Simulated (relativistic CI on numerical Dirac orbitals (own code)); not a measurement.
# Hyperfine structure of Tl²³⁺, mass number 204

Method of calculation: Dirac-Coulomb-Breit CI, orbitals from a KLI potential per configuration, QED by a radiative potential, unscaled Slater integrals (own radial code, finite nucleus).

Configurations in the expansion (outside the closed core [Ar] 3d10): 4s²4p⁶4d¹⁰4f¹², 4s²4p⁶4d¹⁰4f¹¹5s, 4s²4p⁶4d¹⁰4f¹⁰5s², 4s²4p⁶4d¹⁰4f¹¹5p, 4s²4p⁶4d¹⁰4f¹⁰5s5p, 4s²4p⁶4d⁹4f¹³, 4s²4p⁶4d⁸4f¹⁴, 4s²4p⁵4d¹⁰4f¹³, 4s²4p⁶4d¹⁰4f¹¹5f, 4s²4p⁶4d⁹4f¹²5s, 4s²4p⁶4d¹⁰4f¹¹6s, 4s²4p⁶4d¹⁰4f¹¹6p, 4s4p⁶4d¹⁰4f¹³, 4s²4p⁴4d¹⁰4f¹⁴, 4s²4p⁵4d⁹4f¹⁴, 4p⁶4d¹⁰4f¹⁴. Levels of other configurations are missing.

Nuclear spin I = 2, μ = 0.09 μN (tables of Stone and Pyykkö). The electronic factors are computed for point nuclear moments, without core polarisation or the Bohr-Weisskopf and QED corrections.

| Level | E (cm⁻¹) | A (MHz) |
| --- | --- | --- |
| 4s²4p⁶4d¹⁰4f¹² ³H6 | 0.0 | 125.1 |
| 4s²4p⁶4d¹⁰4f¹² ³F4 | 10321.4 | 125.6 |
| 4s²4p⁶4d¹⁰4f¹² ³H5 | 35632.0 | 166.1 |
| 4s²4p⁶4d¹⁰4f¹² ³F3 | 49324.7 | 147.6 |
| 4s²4p⁶4d¹⁰4f¹² ³P2 | 78978.5 | 138.5 |
| 4s²4p⁶4d¹⁰4f¹² ³H4 | 79573.7 | 227.7 |
| 4s²4p⁶4d¹⁰4f¹² ¹I6 | 93418.6 | 170.2 |
| 4s²4p⁶4d¹⁰4f¹² ³P1 | 100650.0 | -9.904 |

Levels with J = 0, under 50 % of one LS term, or S terms without an open s electron are left out. Small factors come from cancelling terms and can be off by tens of per cent or more.

At this charge transitions that keep the count of f electrons are usually good to a few per cent. Terms inside the open d or f shell come out 10 to 20 % too wide with unscaled integrals. Levels that differ in their count of f electrons can be misplaced by several ten thousand cm⁻¹, since the correlation energy of f electrons is missing or only estimated; rates across such gaps can be off by orders of magnitude.

Question: Give the hyperfine levels of 4s²4p⁶4d¹⁰4f¹² ³H6 relative to its centre of gravity.

Answer: With K = F(F + 1) − I(I + 1) − J(J + 1), E = AK/2: F = 4: -1752, F = 5: -1126, F = 6: -375.4, F = 7: 500.5, F = 8: 1501 MHz.

LS names give the leading component of a level, which can be under half, so a name can repeat, a term be missing and a line seem to break the LS rules.
